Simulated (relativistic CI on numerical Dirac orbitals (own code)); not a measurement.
# Spin-allowed bands of a d3 ion in an octahedral site, by hand

Problem. Take Δ = 26970 cm⁻¹ and B = 930 cm⁻¹ for a d3 ion in an octahedral site. Calculate the three spin-allowed bands.

Working.
1. The terms of highest spin are 4F (energy 0) and 4P (15B = 13950 cm⁻¹). Here the F term splits into A2 at −1.2Δ = -32364, T2 at −0.2Δ = -5394 and T1 at +0.6Δ = 16182 cm⁻¹.
2. The two T1 states mix through the element 0.4Δ: H = [[16182, 10788], [10788, 13950]], with roots ½(H₁₁ + H₂₂) ∓ ½√[(H₂₂ − H₁₁)² + 4H₁₂²] = ½(30132) ∓ ½(21691) = 4220 and 25912 cm⁻¹.
3. The ground term is 4A2 at -32364 cm⁻¹.
4. Bands: 4T2 26970 cm⁻¹ (371 nm), 4T1(F) 36584 cm⁻¹ (273 nm), 4T1(P) 58276 cm⁻¹ (172 nm).

Check. Exact diagonalisation of the whole d3 shell with these parameters gives 4T2 26970, 4T1 36584, 4T1 58276 cm⁻¹. The match is exact, since without spin-orbit coupling no other term has this spin. The ratio of the second band to the first, 1.356, depends on Δ/B = 29.0 alone, which is how a Tanabe-Sugano diagram is read.
